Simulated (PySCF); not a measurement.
# Exercise with solution: oscillator strength and radiative lifetime

C₂H₆FInO, SMILES C[CH2][In]([OH])[F].

Coordinates come from a r2SCAN-D4/def2-SVP optimisation. The def2 effective core potentials stand for the cores of In; spin–orbit coupling is left out. The values are those of a single conformer.

TDA-LC-ωPBE/def2-SVPD in PySCF puts the first singlet state with f over 0.02 at 6.47 eV (vertical), with the transition dipole (0.401, 0.097, -0.246) in atomic units.

Question: Find the oscillator strength, the wavelength and the radiative lifetime that this transition would have in vacuum if emission retraced absorption.

Answer: 
|μ|² = 0.2307 au, so |μ| = 1.22 D. ΔE = 6.47/27.211 = 0.2378 hartree. f = (2/3) ΔE |μ|² = 0.037 (the program prints 0.037).
λ = 1239.84/6.47 = 192 nm; ν = 52184 cm⁻¹.
Einstein's coefficient A = 0.6670 ν² f s⁻¹ (ν in cm⁻¹) = 6.6e7 s⁻¹, so τ = 1/A = 15 ns. This state is S2; the lower singlet has f = 0.018. The figure is the radiative limit of this one transition; relaxation, internal conversion, crossing to triplets and a medium change what is measured.
